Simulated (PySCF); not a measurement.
SCF from a fresh guess for singlet NbNI2, at the PBE0 minimum. PySCF input:

```python
from pyscf import gto, scf, dft
mol = gto.M(atom='''
Nb     0.612240     0.000000     0.000000
N      2.250190     0.000000     0.000000
I     -0.348260    -2.503520     0.000000
I     -0.348260     2.503520     0.000000''',
    basis={'Nb': 'def2-TZVP', 'N': 'def2-TZVP', 'I': 'def2-TZVP'},
    ecp={'Nb': 'def2-TZVP', 'I': 'def2-TZVP'},
    charge=0, spin=0)
mf = dft.RKS(mol, xc='PBE0')
mf.grids.atom_grid = (50, 194)
aux = {'Nb': 'def2-universal-JKFIT', 'N': 'def2-universal-JKFIT', 'I': 'def2-universal-JKFIT'}
mf = mf.density_fit(auxbasis=aux)
mf.conv_tol = 1e-08
mf.diis_space = 10
mf.max_cycle = 60
mf.init_guess = 'huckel'
mf.verbose = 4
mf.kernel()
```

Excerpt of the output (cycles and frontier levels):

```
init E= -705.874312007447
  HOMO = -0.355726260141374  LUMO = -0.354129908918064  gap/eV = 0.04344
cycle= 1 E= -693.994302291429  delta_E= 11.9  |g|= 6.74  |ddm|= 5.77
cycle= 2 E= -623.109388916953  delta_E= 70.9  |g|= 9.01  |ddm|= 18.5
  HOMO = -0.374207472210715  LUMO = -0.358361172113877  gap/eV = 0.43120
cycle= 3 E= -684.453316025467  delta_E= -61.3  |g|= 7.86  |ddm|= 19.2
  HOMO = -0.373519712671531  LUMO = -0.349647909146024  gap/eV = 0.64958
cycle= 4 E= -696.070672055766  delta_E= -11.6  |g|= 6.01  |ddm|= 5.72
  HOMO = -0.365884531962989  LUMO = -0.332796074463315  gap/eV = 0.90038
cycle= 5 E= -695.004200622942  delta_E= 1.07  |g|= 6.25  |ddm|= 0.83
  HOMO = -0.349731984442077  LUMO = -0.331755100506983  gap/eV = 0.48918
cycle= 6 E= -689.101967615851  delta_E=  5.9  |g|= 7.23  |ddm|= 2.29
  HOMO = -0.356479483931205  LUMO = -0.335231248277442  gap/eV = 0.57819
cycle= 7 E= -688.402916585708  delta_E= 0.699  |g|= 7.36  |ddm|=  0.4
... 32 lines left out ...
cycle= 24 E= -707.20897340738  delta_E= -2.11e-06  |g|= 0.00149  |ddm|= 0.00406
  HOMO = -0.28416121974868  LUMO = -0.152940442652156  gap/eV = 3.57070
cycle= 25 E= -707.208974017021  delta_E= -6.1e-07  |g|= 0.000297  |ddm|= 0.00177
  HOMO = -0.284166384010102  LUMO = -0.152940337760335  gap/eV = 3.57084
cycle= 26 E= -707.2089740439  delta_E= -2.69e-08  |g|= 0.000154  |ddm|= 0.000433
  HOMO = -0.284162313986437  LUMO = -0.152937954097574  gap/eV = 3.57080
cycle= 27 E= -707.208974049854  delta_E= -5.95e-09  |g|= 2.65e-05  |ddm|= 0.000167
  HOMO = -0.284164186274723  LUMO = -0.152939291379842  gap/eV = 3.57081
Extra cycle  E= -707.208974050418  delta_E= -5.64e-10  |g|= 2.39e-05  |ddm|= 6.98e-05
converged SCF energy = -707.208974050418
```

No lower solution of this spin was found by a stability analysis within the restricted form, which does not test spin polarisation.

Stability towards spin polarisation was not tested.

The search for the lowest solution, with the stability check, took 14 s on 4 threads of a shared Arm Neoverse V2 host, with 171 basis functions; the process peaked at 0.53 GiB. Launch command: `OMP_NUM_THREADS=4 python axn.py task.json out`.
